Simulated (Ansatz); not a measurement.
One change: `[NH]=[Ta]([NH2])([OH])[OH]` becomes `[NH]=[Ta]([OH])([OH])[OH]`.

Ansatz, PBE0-D4/def2-TZVP geometries, multiplicity 1. Each molecule was computed in one conformer, which needn't be the lowest.

Elements past krypton have def2 core potentials.

| property | `[NH]=[Ta]([NH2])([OH])[OH]` |
| --- | --- |
| size of the dipole moment (ωB97M-V/def2-TZVPP) / D | 0.74 |
| HOMO–LUMO gap (PBE0/def2-TZVPP) / eV | 7.58 |
| LUMO energy (PBE/def2-TZVPP) / eV | -0.64 |
| LUMO energy (ωB97M-V/def2-TZVPP) / eV | 1.32 |
| LUMO energy (PBE0/def2-TZVPP) / eV | 0.11 |
| HOMO–LUMO gap (PBE/def2-TZVPP) / eV | 5.39 |

**Question.** What does the change do to each property? (An estimate is asked.)

**Answer.** Ansatz gave: 
```json
{"property": "size of the dipole moment (ωB97M-V/def2-TZVPP) / D", "`[NH]=[Ta]([OH])([OH])[OH]`": "2.61", "shift": "1.87"}
{"property": "HOMO–LUMO gap (PBE0/def2-TZVPP) / eV", "`[NH]=[Ta]([OH])([OH])[OH]`": "6.99", "shift": "-0.59"}
{"property": "LUMO energy (PBE/def2-TZVPP) / eV", "`[NH]=[Ta]([OH])([OH])[OH]`": "-0.97", "shift": "-0.33"}
{"property": "LUMO energy (ωB97M-V/def2-TZVPP) / eV", "`[NH]=[Ta]([OH])([OH])[OH]`": "1.05", "shift": "-0.27"}
{"property": "LUMO energy (PBE0/def2-TZVPP) / eV", "`[NH]=[Ta]([OH])([OH])[OH]`": "-0.22", "shift": "-0.33"}
{"property": "HOMO–LUMO gap (PBE/def2-TZVPP) / eV", "`[NH]=[Ta]([OH])([OH])[OH]`": "4.85", "shift": "-0.54"}
```

With PBE0 the HOMO rises by 0.26 eV and the LUMO falls by 0.33 eV, so the gap narrows by about 0.59 eV. PBE moves the HOMO by 0.20 eV and ωB97M-V by 0.30 eV. The zero-point energy changes by -34.5 kJ/mol with -3 modes. Dipoles are sizes alone; their direction can turn.
